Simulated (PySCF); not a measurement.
**Towards the basis-set limit for BeI**

State: ²Σ⁺, doublet, unpaired electrons σ ↑. De refers to Be + I. ROHF-based CCSD(T) in PySCF 2.14 with Be cc-pVTZ, I cc-pVTZ-PP with ECP28 and Be cc-pVQZ, I cc-pVQZ-PP with ECP28 (frozen core orbitals: 10; scalar-relativistic core potentials). Correlation energies are extrapolated as n⁻³ (n = 3, 4), Hartree–Fock as (n+1)·exp(−9√n). CV is the change on freezing 4 orbitals instead, in Be cc-pCVTZ, I cc-pwCVTZ-PP with ECP28.

```json
{"Level": "CCSD(T)/TZ", "Re (Å)": "2.1952", "ωe (cm⁻¹)": "614.8", "ωexe (cm⁻¹)": "3.18", "αe (cm⁻¹)": "0.00316", "De (eV)": "2.403"}
{"Level": "CCSD(T)/QZ", "Re (Å)": "2.1915", "ωe (cm⁻¹)": "613.4", "ωexe (cm⁻¹)": "3.16", "αe (cm⁻¹)": "0.00318", "De (eV)": "2.490"}
{"Level": "HF/CBS", "Re (Å)": "2.2010", "ωe (cm⁻¹)": "614.1", "ωexe (cm⁻¹)": "2.83", "αe (cm⁻¹)": "0.00297", "De (eV)": "2.466"}
{"Level": "MP2/CBS", "Re (Å)": "2.1863", "ωe (cm⁻¹)": "620.8", "ωexe (cm⁻¹)": "2.99", "αe (cm⁻¹)": "0.00308", "De (eV)": "2.885"}
{"Level": "CCSD/CBS", "Re (Å)": "2.1891", "ωe (cm⁻¹)": "615.5", "ωexe (cm⁻¹)": "3.09", "αe (cm⁻¹)": "0.00314", "De (eV)": "2.431"}
{"Level": "CCSD(T)/CBS", "Re (Å)": "2.1909", "ωe (cm⁻¹)": "612.4", "ωexe (cm⁻¹)": "3.14", "αe (cm⁻¹)": "0.00317", "De (eV)": "2.548"}
{"Level": "CCSD(T)/CBS+CV", "Re (Å)": "2.1768", "ωe (cm⁻¹)": "618.9", "ωexe (cm⁻¹)": "3.15", "αe (cm⁻¹)": "0.00322", "De (eV)": "2.608"}
```

**Question.** How much is left between CCSD(T)/QZ and the basis-set limit, and how much do the triples give at the limit?

**Answer.** CCSD(T)/CBS less CCSD(T)/QZ: -0.6 mÅ in Re, -1.0 cm⁻¹ in ωe and +0.058 eV in De. CCSD(T)/CBS less CCSD/CBS: +1.8 mÅ in Re, -3.1 cm⁻¹ in ωe and +0.117 eV in De.

**Question.** What do the later terms add?

**Answer.** CV: -14.1 mÅ in Re, +6.5 cm⁻¹ in ωe and +0.060 eV in De, each against the row above.

The T1 diagnostic is 0.019. The state was picked by a PBE0 search and need not be the measured ground state. Spin–orbit coupling, excitations beyond (T) and corrections to the Born–Oppenheimer picture are left out, and spin–orbit coupling matters for open p, d or f shells this heavy.

The whole job (state search and all basis sets along the bond) took about 53 min on 4 threads of Arm Neoverse N1 (shared host), peak memory 12 GiB.
